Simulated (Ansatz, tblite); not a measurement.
Cost and result up the ladder for the cluster Ba2Se (the lowest singlet isomer of a short search) (3 atoms). Charge 0, multiplicity 1. Geometry: PBE-D4/def2-TZVP.

```tsv
atom	x (Å)	y (Å)	z (Å)
Ba1	-0.435	0.789	1.924
Ba2	-0.828	-1.200	-1.545
Se3	1.263	0.412	-0.379
```

Ansatz on 4 threads of Arm Neoverse V1 on a shared host; xTB runs through tblite on one thread. Times are rough, summed over both states, and most runs start from the orbitals of an earlier one. RPA@PBE/def2-TZVP serves as the yardstick here, not as an exact answer. The other state is a triplet at its own geometry, which has other bonds, so the gap mixes isomer and spin.

In the def2 sets Ba takes a core potential; there is no spin–orbit coupling. The xTB rows come from tblite. LC-ωPBE has ω = 0.4 bohr⁻¹. B3LYP takes the VWN-RPA correlation. Correlated methods freeze 9 core orbitals; core or outer-core shells of Ba, Se are correlated, in sets that lack core-valence functions. The structure comes from a short search, and lower isomers may exist.

Run but left out: HF/def2-TZVP, HF/def2-TZVPP, r2SCAN-D4/def2-TZVP (singlet: restricted singlet, unstable towards broken spin symmetry).

Correlated methods converge slowly with the basis.

xTB has no spin-polarisation term.

```
                           level  functions  wall time
                        GFN1-xTB         27    0.006 s
                        GFN2-xTB         27    0.007 s
           LDA (SPW92)/def2-TZVP        128      2.2 s
                   MP2/def2-TZVP        128      2.5 s
                PBE-D4/def2-TZVP        128      4.5 s
             revPBE-D4/def2-TZVP        128      4.5 s
              BHLYP-D4/def2-TZVP        128      6.5 s
B3LYP-D4/def2-TZVP (with forces)        128      6.5 s
               RPA@PBE/def2-TZVP        128      7.3 s
               LC-ωPBE/def2-TZVP        128        8 s
               PBE0-D4/def2-TZVP        128      8.5 s
              CCSD(T)/def2-TZVPP        128       31 s
```

(1) Estimate what each level gives for the triplet − singlet (eV).

Results:

(1) 
```
                           level  triplet − singlet (eV)  difference from RPA@PBE/def2-TZVP (eV)                            remarks
                        GFN1-xTB                    0.91                                    0.82                                  –
                        GFN2-xTB                    0.42                                    0.34                                  –
           LDA (SPW92)/def2-TZVP                    0.48                                    0.40                                  –
                   MP2/def2-TZVP                    0.13                                    0.05  restricted SCF unstable (singlet)
                PBE-D4/def2-TZVP                    0.24                                    0.16                                  –
             revPBE-D4/def2-TZVP                    0.16                                    0.08                                  –
              BHLYP-D4/def2-TZVP                   -0.29                                   -0.38                                  –
B3LYP-D4/def2-TZVP (with forces)                   -0.02                                   -0.11                                  –
               RPA@PBE/def2-TZVP                    0.08                                    0.00                                  –
               LC-ωPBE/def2-TZVP                    0.01                                   -0.08                                  –
               PBE0-D4/def2-TZVP                    0.13                                    0.05                                  –
              CCSD(T)/def2-TZVPP                    0.21                                    0.13  restricted SCF unstable (singlet)
```
